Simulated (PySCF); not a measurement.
Exact mass, isotope pattern and composition

Species: `O[Si@H]1NC[SiH2]N[SiH2]N[SiH2]1`.

All values are calculated from tables of isotopes.

What are the average molar mass and the monoisotopic mass?

For CH13N3OSi4, with standard atomic weights, 1 × 15.999 + 4 × 28.085 + 3 × 14.007 + 1 × 12.011 + 13 × 1.008 = 195.475 g/mol. From the most abundant isotopes (16O, 28Si, 14N, 12C, 1H), 1 × 15.994915 + 4 × 27.976927 + 3 × 14.003074 + 1 × 12.000000 + 13 × 1.007825 = 195.0136 u.

Give the isotope pattern of the molecular ion M+•, merging species of the same nominal mass.

```json
{"nominal mass": "195", "m/z (centroid)": "195.0130", "relative intensity": "100.0"}
{"nominal mass": "196", "m/z (centroid)": "196.0127", "relative intensity": "22.7"}
{"nominal mass": "197", "m/z (centroid)": "197.0103", "relative intensity": "15.6"}
{"nominal mass": "198", "m/z (centroid)": "198.0098", "relative intensity": "2.5"}
{"nominal mass": "199", "m/z (centroid)": "199.0075", "relative intensity": "0.9"}
```

Cut off at 0.1 %. One electron mass, 0.00055 u, is taken off.

Which m/z would the protonated, sodiated and deprotonated molecule have?

[M+H]+ 196.0208, [M+Na]+ 218.0028, [M−H]− 194.0063, for the monoisotopic species (arithmetic only; whether such ions form is another matter).

Elemental analysis, calculated?

O 8.18 %, Si 57.47 %, N 21.50 %, C 6.14 %, H 6.70 %.

Find the degree of unsaturation and check the nitrogen rule.

(2 × 5 + 2 + 3 − 13)/2 = 1; the structure has 1 ring and 0 π bonds. The nominal mass 195 is odd, with 3 nitrogens, as the rule says.
